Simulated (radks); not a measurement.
Question: Valence configurations of neutral samarium (all share [Xe]). All-electron calculation, Dirac Kohn-Sham, PBE, spin-unpolarised, spherical densities, finite nucleus; open shells are shared between the two j in proportion to 2j + 1; Fermi nuclear charge, rms radius 5.0819 fm. Program: a radial shooting solver on a logarithmic mesh with Libxc functionals. Order these by energy: 4f4 5d2 6s2; 4f6 5d1 6s1; 4f6 6s1.5 6p0.5; 4f6 6s2; 4f5.5 5d1 6s1.5; 4f5 5d1 6s2; 4f6 5d0.5 6s1.5.

Answer: From the lowest, in eV above it: 4f6 6s2 0.000; 4f6 5d0.5 6s1.5 0.979; 4f6 6s1.5 6p0.5 1.199; 4f5.5 5d1 6s1.5 1.734; 4f6 5d1 6s1 2.005; 4f5 5d1 6s2 2.899; 4f4 5d2 6s2 10.704. NIST lists [Xe] 4f6 6s2 as the ground configuration; this level of theory agrees among the configurations tried. The energies are those of spherical spin-averaged densities, not of single terms. No valid solution was reached for [Xe] 4f7 6s1; [Xe] 4f6.5 6s1.5; [Xe] 4f7 5d1.
